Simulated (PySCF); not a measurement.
I$_{3}$Sn, charge -1, singlet, geometry from GFN2-xTB (such geometries of metal compounds can be far from the true shape) (all electrons, no relativity); M062X/3-21G run with PySCF.

Input for PySCF:
```python
from pyscf import gto, scf, dft

mol = gto.M(
    atom='''
Sn   -0.01199166   -0.00955401    0.94012760
I    -1.99356510   -1.58626723   -0.33726525
I    -0.37409393    2.52761379   -0.27480117
I     2.37897192   -0.93233334   -0.27484642
''',
    basis='3-21g',
    charge=-1,
    verbose=4,
    symmetry=True,
)

mf = dft.RKS(mol)
mf.xc = 'm062x'
mf.irrep_nelec = {"A'": 124, 'A"': 86}
mf.kernel()
mf.analyze()
```

The log (banner, timings and long lists left out):

```
PySCF version 2.14.0

[INPUT] verbose = 4
[INPUT] num. atoms = 4
[INPUT] num. electrons = 210
[INPUT] charge = -1
[INPUT] spin (= nelec alpha-beta = 2S) = 0
[INPUT] symmetry True subgroup None
[INPUT] Mole.unit = angstrom
[INPUT] Symbol           X                Y                Z      unit          X                Y                Z       unit  Magmom
[...]
nuclear repulsion = 2491.81712167355
point group symmetry = C3v, use subgroup Cs
symmetry origin: [ 1.53709786e-09  1.44668038e-09 -4.70171097e-09]
symmetry axis x: [-0.14801886  0.98895086  0.00816214]
symmetry axis y: [-0.01275366 -0.01016111  0.99986704]
symmetry axis z: [0.9889023  0.14789508 0.01411678]
num. orbitals of irrep A' = 75
num. orbitals of irrep A" = 49
number of shells = 52
number of NR pGTOs = 324
number of NR cGTOs = 124
basis = 3-21g
ecp = {}

******** <class 'pyscf.dft.rks_symm.SymAdaptedRKS'> ********
method = SymAdaptedRKS
initial guess = minao
damping factor = 0
level_shift factor = 0
DIIS = <class 'pyscf.scf.diis.CDIIS'>
diis_start_cycle = 1
diis_space = 8
diis_damp = 0
SCF conv_tol = 1e-09
SCF conv_tol_grad = None
SCF max_cycles = 50
direct_scf = True
direct_scf_tol = 1e-13
XC library pyscf.dft.libxc version 7.1.2
    S. Lehtola, C. Steigemann, M. J. T. Oliveira, and M. A. L. Marques,  SoftwareX 7, 1–5 (2018)
XC functionals = m062x
    Y. Zhao and D. G. Truhlar,  Theor. Chem. Acc. 120, 215 (2008)
    Y. Zhao and D. G. Truhlar,  Theor. Chem. Acc. 120, 215 (2008)
radial grids:
    Treutler-Ahlrichs [JCP 102, 346 (1995); DOI:10.1063/1.469408] (M4) radial grids

becke partition: Becke, JCP 88, 2547 (1988); DOI:10.1063/1.454033
pruning grids: <function nwchem_prune>
grids dens level: 3
symmetrized grids: True
atomic radii adjust function: <function treutler_atomic_radii_adjust>
small_rho_cutoff = 0
Freeze 210 electrons in irreps ["A'", 'A"']
    0 free electrons in irreps
Set gradient conv threshold to 3.16228e-05
Initial guess from minao.
tot grids = 87832
init E= -26604.7417877079
HOMO (A") = -0.098857282002586  LUMO (A') = -0.299747130876107  gap/eV = -5.46649

WARN: A' LUMO -0.299747130876107 < system HOMO -0.098857282002586

WARN: A" HOMO -0.098857282002586 > system LUMO -0.299747130876107

cycle= 1 E= -26670.1430673016  delta_E= -65.4  |g|= 0.335  |ddm|= 5.04
HOMO (A") = 0.0408700850713621  LUMO (A') = -0.0344287765555099  gap/eV = -2.04899

WARN: A' LUMO -0.0344287765555099 < system HOMO 0.0408700850713621

WARN: A" HOMO 0.0408700850713621 > system LUMO -0.0344287765555099

cycle= 2 E= -26670.1630282764  delta_E= -0.02  |g|= 0.193  |ddm|= 1.48
HOMO (A") = 0.0551514021483827  LUMO (A') = -0.0219658762986313  gap/eV = -2.09847

WARN: A' LUMO -0.0219658762986313 < system HOMO 0.0551514021483827

WARN: A" HOMO 0.0551514021483827 > system LUMO -0.0219658762986313

cycle= 3 E= -26670.1815587539  delta_E= -0.0185  |g|= 0.0426  |ddm|= 0.633
HOMO (A") = 0.0427947672338687  LUMO (A') = -0.0334800100158195  gap/eV = -2.07554

WARN: A' LUMO -0.0334800100158195 < system HOMO 0.0427947672338687

WARN: A" HOMO 0.0427947672338687 > system LUMO -0.0334800100158195

cycle= 4 E= -26670.1827359377  delta_E= -0.00118  |g|= 0.00454  |ddm|= 0.152
HOMO (A") = 0.0439375514361079  LUMO (A') = -0.0320686064950931  gap/eV = -2.06823

WARN: A' LUMO -0.0320686064950931 < system HOMO 0.0439375514361079

WARN: A" HOMO 0.0439375514361079 > system LUMO -0.0320686064950931

cycle= 5 E= -26670.182750719  delta_E= -1.48e-05  |g|= 0.0014  |ddm|= 0.0209
HOMO (A") = 0.0438860185908488  LUMO (A') = -0.0320597849787361  gap/eV = -2.06659

WARN: A' LUMO -0.0320597849787361 < system HOMO 0.0438860185908488

WARN: A" HOMO 0.0438860185908488 > system LUMO -0.0320597849787361

cycle= 6 E= -26670.1827522774  delta_E= -1.56e-06  |g|= 0.000461  |ddm|= 0.00699
HOMO (A") = 0.0438961676471108  LUMO (A') = -0.0320547146305211  gap/eV = -2.06673

WARN: A' LUMO -0.0320547146305211 < system HOMO 0.0438961676471108

WARN: A" HOMO 0.0438961676471108 > system LUMO -0.0320547146305211

cycle= 7 E= -26670.1827526289  delta_E= -3.52e-07  |g|= 0.000156  |ddm|= 0.00294
HOMO (A") = 0.04390498925748  LUMO (A') = -0.0320490788943047  gap/eV = -2.06682

WARN: A' LUMO -0.0320490788943047 < system HOMO 0.04390498925748

WARN: A" HOMO 0.04390498925748 > system LUMO -0.0320490788943047

cycle= 8 E= -26670.1827526861  delta_E= -5.72e-08  |g|= 3.43e-05  |ddm|= 0.00141
HOMO (A") = 0.0439105637721717  LUMO (A') = -0.0320431297195837  gap/eV = -2.06681

WARN: A' LUMO -0.0320431297195837 < system HOMO 0.0439105637721717

WARN: A" HOMO 0.0439105637721717 > system LUMO -0.0320431297195837

cycle= 9 E= -26670.1827526895  delta_E= -3.42e-09  |g|= 5.83e-06  |ddm|= 0.00038
HOMO (A") = 0.0439104450579931  LUMO (A') = -0.032043638909246  gap/eV = -2.06682

WARN: A' LUMO -0.032043638909246 < system HOMO 0.0439104450579931

WARN: A" HOMO 0.0439104450579931 > system LUMO -0.032043638909246

cycle= 10 E= -26670.1827526897  delta_E= -1.96e-10  |g|= 1.79e-06  |ddm|= 7.66e-05
HOMO (A") = 0.043910320497979  LUMO (A') = -0.0320436689008002  gap/eV = -2.06681

WARN: A' LUMO -0.0320436689008002 < system HOMO 0.043910320497979

WARN: A" HOMO 0.043910320497979 > system LUMO -0.0320436689008002

Extra cycle  E= -26670.1827526897  delta_E= 7.28e-12  |g|= 9.12e-07  |ddm|= 1.69e-05
converged SCF energy = -26670.1827526897
**** SCF Summaries ****
Total Energy =                      -26670.182752689721383
Nuclear Repulsion Energy =            2491.817121673547717
One-electron Energy =               -41720.081363750388846
Two-electron Energy =                12558.081489387122929
Two-electron Coulomb Energy =        13250.482739032162499
DFT Exchange-Correlation Energy =     -692.401249645039684
HOMO-LUMO gap [eV] =                    -2.066813325289171
Wave-function symmetry = A'
occupancy for each irrep:     A'   A"
                              62   43
**** MO energy ****
[...]
 ** Mulliken pop on meta-lowdin orthogonal AOs  **
 ** Mulliken pop  **
 ** Mulliken atomic charges  **
charge of    0Sn =     -0.13615
charge of    1I =     -0.33102
charge of    2I =     -0.20180
charge of    3I =     -0.33102

WARN: System has nonzero charge -1; the dipole moment is origin-dependent.
Location of origin: [0. 0. 0.]

Dipole moment(X, Y, Z, Debye):  0.01427, -0.11824,  0.23877
```
